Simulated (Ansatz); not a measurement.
Reaction (ligand exchange at a Ga–F bond): `[F][GaH][Br]` + `O[SiH3]` → `[SiH3][O][GaH][Br]` + H–F

Isolated molecules relaxed with PBE0-D4/def2-TZVP in Ansatz; ΔE leaves out vibrations. CBS: MP2 limit from def2 TZ/QZ plus the TZ coupled-cluster correction, frozen cores. This one scheme is used for every species. Functionals use def2-TZVPP. For Br, Ga outer-core shells are correlated without core-valence functions, which leaves a few kJ/mol of doubt a bond. Scalar relativity is left out up to krypton. One conformer a species, not always the lowest.

Question: Is it downhill or uphill in electronic energy at CCSD(T)/CBS, and by how much? (Best estimate.)

Answer: Ansatz gave: Nearly level: ΔE = +1.5 kJ/mol.

Question: What do these levels give: LDA (SPW92), B2PLYP, PBE, RPA@PBE/def2-TZVPP, MP2/def2-SVP, CCSD(T)/def2-TZVPP? (Estimate.)

Answer: Ansatz gave: LDA (SPW92) 11.3, B2PLYP 13.4, PBE 19.6, RPA@PBE/def2-TZVPP 4.1, MP2/def2-SVP 8.8, CCSD(T)/def2-TZVPP 3.2 kJ/mol.

Largest T1 diagnostic among the species: 0.012.

Leaving LDA and LC-ωPBE aside and taking each functional with its dispersion term where it has one, the values, not all of them listed here, spread over 10.7 kJ/mol, from BHLYP-D4 to B97M-V. LDA lies −8.3 kJ/mol from PBE without D4. At CCSD(T), def2-SVP lies +8.7 kJ/mol from the extrapolated value and def2-TZVPP +1.7 kJ/mol. From PBE to PBE0 (25 % exact exchange), in def2-TZVPP and without D4, ΔE moves by −4.6 kJ/mol.
